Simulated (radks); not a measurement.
Problem. Species: Ca3+. Configuration: [Ne] 3s2 3p3 4s2 (not the ground configuration). All-electron calculation, scalar-relativistic Kohn-Sham, PBE, spin-unpolarised, spherical densities, finite nucleus; Fermi nuclear charge, rms radius 3.4776 fm. Program: a radial shooting solver on a logarithmic mesh with Libxc functionals. Some entries of the table are withheld. Estimate them.

orbital,occ.,eigenvalue (eV),<r^2> (bohr^2),<r> (bohr)
1s,2,-4009.958,0.007941,0.07684
2s,2,-471.7178,(1),0.3634
2p,6,-392.4961,(2),0.3265
3s,2,-94.2163,1.335,1.081
3p,3,-73.8523,1.504,(3)
4s,2,-29.4725,7.657,(4)

Solution. 
(1) 2s <r^2> (bohr^2): 0.1563
(2) 2p <r^2> (bohr^2): 0.1318
(3) 3p <r> (bohr): 1.138
(4) 4s <r> (bohr): 2.613
